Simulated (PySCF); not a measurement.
**Computed NMR parameters against published values**

Atoms are numbered as in `[N:1]#[C:2][c:3]1[cH:4][cH:5][cH:6][n:7][cH:8]1`; H(Xn) means a hydrogen on atom n.

[PySCF: geometry: PBE0-D3(BJ)/def2-SVP; B97-2/pcSseg-2 with gauge-including orbitals; one computed conformer; in vacuum; non-relativistic Hamiltonian]

Reference values: estimated from measurements, as parent shift plus tabulated substituent increment (solution, not stated per compound (mostly CDCl3 or CCl4); Pretsch, Buehlmann, Badertscher, Structure Determination of Organic Compounds, 4th ed. (2009)).
```csv
atoms,quantity,reference,computed,"computed, scaled"
C6,δ ¹³C,154.0,159.3,151.8
C8,δ ¹³C,153.4,161.7,154.2
C4,δ ¹³C,140.1,147.3,140.1
C5,δ ¹³C,124.2,128.7,122.1
C3,δ ¹³C,109.9,116.8,110.5
H(C8),δ ¹H,8.91,9.10,–
H(C6),δ ¹H,8.85,8.94,–
H(C4),δ ¹H,8.00,8.00,–
H(C5),δ ¹H,7.50,7.38,–
```

Computed shifts are σ(ref) − σ with the named reference compound (TMS for H and C) calculated as an isolated molecule at the same level. The measured values may be among those fitted. Empirical linear scaling, fitted to shifts measured mostly in CDCl3 for H and C (δ vs TMS): ¹³C (scatter 2.1 ppm rms). A few per cent of atoms miss by over 2 rms, more outside the fitted compound classes.

**Question.** How far are the unscaled ¹³C shifts from the references?

**Answer.** Mean signed difference +6.44 ppm, mean absolute 6.44 ppm over 5 comparisons; the largest is +8.3 ppm at C8 (aromatic CH next to a ring nitrogen).

**Question.** How far are the unscaled ¹H shifts from the references?

**Answer.** Mean signed difference +0.04 ppm, mean absolute 0.10 ppm over 4 comparisons; the largest is +0.19 ppm at H(C8) (hydrogen on an aromatic CH next to a ring nitrogen).
